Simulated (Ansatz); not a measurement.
Gas-phase electronic energies from Ansatz, PBE0-D4/def2-TZVP geometries. CCSD(T)/CBS is the MP2 limit (def2-TZVPP, def2-QZVPP) plus CCSD(T) − MP2 in def2-TZVPP, frozen cores. This one scheme is used for every species. Functionals use def2-TZVPP. B3LYP here is the variant with VWN-RPA as its local correlation; programs differ in this. For Zn outer-core shells are correlated without core-valence functions, which leaves a few kJ/mol of doubt a bond. Scalar relativity is left out up to krypton. Each species was taken in one conformer, which may not be the lowest.

Reaction (hydrogenolysis of a C–O bond): `OC(O)=[N][ZnH]` + H₂ → `O/C=[N]/[ZnH]` + H₂O

| level | ΔE (kJ/mol) | difference from CCSD(T)/CBS |
| --- | --- | --- |
| LDA (SPW92) | -18.0 | 27.3 |
| r2SCAN-D4 | -26.0 | 19.3 |
| PBE0-D4 | -33.0 | 12.3 |
| B3LYP-D4 | -36.7 | 8.6 |
| r2SCAN0-D4 | -29.1 | 16.2 |
| BHLYP-D4 | -37.8 | 7.5 |
| ωB97M-V | -34.3 | 11.0 |
| PBE | -34.5 | 10.8 |
| revPBE | -39.6 | 5.7 |
| B3LYP | -41.7 | 3.6 |
| HF/def2-SVP | -27.4 | 17.9 |
| CCSD/def2-TZVPP | -44.3 | 1.0 |
| HF/def2-QZVPP | -44.6 | 0.7 |
| MP2/def2-QZVPP | -42.7 | 2.6 |
| SCS-MP2/def2-QZVPP | -45.3 | 0.0 |
| MP2/CBS(def2) | -44.0 | 1.3 |
| CCSD(T)/CBS | -45.3 | 0 |

**Question.** What do rigid-rotor, harmonic-oscillator terms from PBE0-D4/def2-TZVP frequencies (298.15 K, 1 bar) make of the CCSD(T)/CBS value? (Estimate.)

**Answer.** Ansatz gave: ΔZPE = +14.8 kJ/mol, ΔH = -31.2 kJ/mol, ΔS = 34 J/(mol·K), ΔG = -41.3 kJ/mol.

Largest T1 diagnostic among the species: 0.017.

Leaving LDA and LC-ωPBE aside and taking each functional with its dispersion term where it has one, the values, not all of them listed here, spread over 15.1 kJ/mol, from B2PLYP to r2SCAN-D4. LDA lies +16.5 kJ/mol from PBE without D4. At CCSD(T), def2-SVP lies +21.9 kJ/mol from the extrapolated value and def2-TZVPP +4.1 kJ/mol.

CCSD(T)/CBS has its own doubt, a few kJ/mol and more with outer-core shells, so smaller differences from it don't rank the levels.
